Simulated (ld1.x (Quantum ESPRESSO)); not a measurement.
## Ranking TM semilocal potentials for Ga (Z = 31)

All share these settings but for the change named:

ld1.x (Quantum ESPRESSO) 7.5 input, shortened:

```
&input
   title='Ga', zed=31., rel=0, dft='PBESOL', iswitch=3,
   config='[Ar] 3d10 4s1.75 4p1.25'
 /
 &inputp
   pseudotype=1, tm=.true., lloc=1,
   nlcc=.false.
 /
2
4S  1  0   1.75   0.00  1.40  1.40  0.0
4P  2  1   1.25   0.00  2.65  2.65  0.0
 &test
   configts(1)='4s1.75 4p1.25'
 /
```

Test errors are all-electron minus pseudo excitation energies from the reference, over 4s2 4p1; 4s2 4p0; 4s1 4p0; 4s2 4p0.5; 4s2 4p1.3; 4s1 4p2; 4s1 4p1. None of these files shows a bound ghost.

The base gives 7.6 meV.

Of 7 variants that were run, those that failed, showed a ghost or another fault, or gave nearly equal values are left out.

A variant can come out equal or close to the base, since the largest error may sit in a test that the change hardly touches while other tests move.

Q: Rank these variants by their largest absolute test error, smallest first.
A. all radii scaled by about 1.23 (s 1.72, p 3.28 bohr)
B. wave 4s (bound): rc 1.40 bohr becomes 4s (bound): rc 1.46 bohr
C. core correction a·sin(br)/r model core inside 1.18 bohr

A: B (7.4 meV), A (14.8 meV), C (144.2 meV).
